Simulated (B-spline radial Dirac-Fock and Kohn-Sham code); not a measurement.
**Core and valence levels of Au²⁹⁺**

System: the Au²⁹⁺ ion, [Kr] 4d10 4f4; nuclear rms radius 5.4371 fm (A = 197).

Calculated with a B-spline atomic structure program, using Dirac-Fock (average of configuration) total-energy differences with a finite nucleus, the Breit interaction including its frequency dependence, and self-energy and vacuum-polarisation corrections. Correlation and solid-state effects are left out. Energies are counted from the vacuum level.

All terms are in eV, carry their sign (relaxation lowers the binding energy) and add up to the binding energy; ⟨r⟩ is the mean radius of the orbital in the initial state.

```tsv
subshell	−ε (Koopmans)	relaxation	Gaunt	retardation	QED	binding energy	⟨r⟩ (bohr)
1s	82262.7	-72.32	-314.63	29.29	-150.23	81754.8	0.017
2s	15490.8	-35.34	-35.90	2.66	-22.69	15399.5	0.070
2p1/2	14866.5	-40.17	-61.22	6.47	-0.41	14771.2	0.058
2p3/2	13028.6	-36.42	-41.52	9.07	-2.44	12957.3	0.067
3s	4491.1	-13.06	-6.94	0.48	-5.32	4466.2	0.182
3p1/2	4212.9	-14.10	-11.88	1.09	-0.23	4187.7	0.173
3p3/2	3798.9	-12.54	-7.81	1.78	-0.63	3779.7	0.188
3d3/2	3344.6	-15.07	-5.28	0.47	0.40	3325.1	0.164
3d5/2	3256.7	-14.48	-3.70	0.52	0.16	3239.2	0.169
4s	1719.7	-2.53	-1.87	0.16	-1.48	1714.0	0.390
4p1/2	1597.7	-2.61	-3.11	0.31	-0.06	1592.3	0.390
4p3/2	1484.4	-2.19	-2.00	0.50	-0.17	1480.6	0.416
4d3/2	1283.3	-2.34	-1.20	0.13	0.10	1280.0	0.412
4d5/2	1260.7	-2.19	-0.79	0.15	0.04	1257.9	0.420
4f	1022.2	-2.49	-0.03	0.01	0.07	1019.7	0.403
```

For the deepest level, K (1s), the Breit terms make up -0.349 % of the binding energy, QED -0.184 % and orbital relaxation -0.088 %.

Going to the tabulated ground configuration of the next ion removes an electron from N6,7 (4f), computed at 1019.7 eV. NIST lists 1040 ± 50 eV as the ionisation energy of this species (theoretical), +20.26 eV from the computed value, within the stated uncertainty.
